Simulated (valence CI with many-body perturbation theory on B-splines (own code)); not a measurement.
Energy levels of I XXIII

Computed by valence CI with perturbative core correlation (CI+MBPT): three valence electrons over a frozen Dirac-Fock core [Ar] 3d10, a basis of 11 s, 11 p, 9 d, 7 f, 5 g, 2 h, 1 i functions for each j, with the one-electron correlation potential Σ1, the two-electron term Σ2, the three-electron term Σ3, Breit, model QED; selected CI, second order for the rest (own B-spline code, finite nucleus).

No measured spectrum was set against this ion. As an estimate, levels hold to about 250 cm⁻¹ or 0.2 % of their energy and the worst to 1 %, as in measured heavy ions of charge 2 to 7; those with d or f electrons hold less well.

Levels 46 to 67 of 67, with energies above the lowest level, (4s^2 4p1/2) J=1/2. "Leading %" is the weight of the configuration and term that name the level; weights of strongly mixed levels are sums over their largest components and can fall short. In the jj column 3d3/2^4 stands for four electrons in 3d with j = 3/2.

```tsv
No.	Configuration	Term	J	E (eV)	Leading %	Leading jj	Second component
46	4p2 4d	2P	3/2	211.16	36	4p1/2 4p3/2 4d3/2 (91 %)	31 % 4p2 4d 4F
47	4p2 4d	2F	7/2	211.20	35	4p1/2 4p3/2 4d3/2 (82 %)	30 % 4p2 4d 2G
48	4p2 4d	4D	1/2	211.55	84	4p1/2 4p3/2 4d3/2 (98 %)	14 % 4p2 4d 2P
49	4p2 4d	4F	7/2	213.09	42	4p1/2 4p3/2 4d5/2 (96 %)	39 % 4p2 4d 4D
50	4p2 4d	2G	9/2	215.18	49	4p1/2 4p3/2 4d5/2 (92 %)	48 % 4p2 4d 4F
51	4p2 4d	4D	3/2	216.48	39	4p1/2 4p3/2 4d5/2 (79 %)	39 % 4p2 4d 2P
52	4p2 4d	4D	5/2	216.62	32	4p1/2 4p3/2 4d5/2 (76 %)	19 % 4p2 4d 4F
53	4p2 4d	2G	7/2	219.55	45	4p1/2 4p3/2 4d5/2 (61 %)	18 % 4p2 4d 4F
54	4p2 4d	4P	5/2	220.19	42	4p1/2 4p3/2 4d5/2 (52 %)	38 % 4p2 4d 2D
55	4p2 4d	4P	3/2	220.66	44	4p1/2 4p3/2 4d3/2 (74 %)	27 % 4p2 4d 2P
56	4p2 4d	4P	1/2	221.15	44	4p1/2 4p3/2 4d3/2 (81 %)	26 % 4p2 4d 2S
57	4p2 4d	2D	5/2	223.84	41	4p1/2 4p3/2 4d5/2 (39 %)	32 % 4p2 4d 2F
58	4p2 4d	2D	3/2	225.95	76	4p1/2 4p3/2 4d5/2 (73 %)	7 % 4p2 4d 2P
59	4p2 4d	2P	1/2	226.37	76	4p1/2 4p3/2 4d5/2 (68 %)	12 % 4p2 4d 2S
60	4p2 4d	4D	7/2	228.21	48	4p3/2^2 4d5/2 (91 %)	35 % 4p2 4d 2F
61	4p2 4d	4F	9/2	228.98	47	4p3/2^2 4d5/2 (86 %)	41 % 4p2 4d 2G
62	4p2 4d	2P	1/2	230.25	57	4p3/2^2 4d3/2 (44 %)	20 % 4p2 4d 4P
63	4p2 4d	2D	3/2	231.35	43	4p3/2^2 4d3/2 (87 %)	32 % 4p2 4d 4P
64	4p2 4d	2D	5/2	231.82	27	4p3/2^2 4d3/2 (66 %)	24 % 4p2 4d 4P
65	4p2 4d	2F	7/2	233.81	57	4p3/2^2 4d3/2 (58 %)	20 % 4s 4p 4f 2F
66	4p2 4d	2S	1/2	237.80	48	4p3/2^2 4d5/2 (50 %)	31 % 4p2 4d 4P
67	4s 4p 4f	4G	5/2	237.83	60	4s 4p1/2 4f5/2 (79 %)	24 % 4s 4p 4f 4F
```
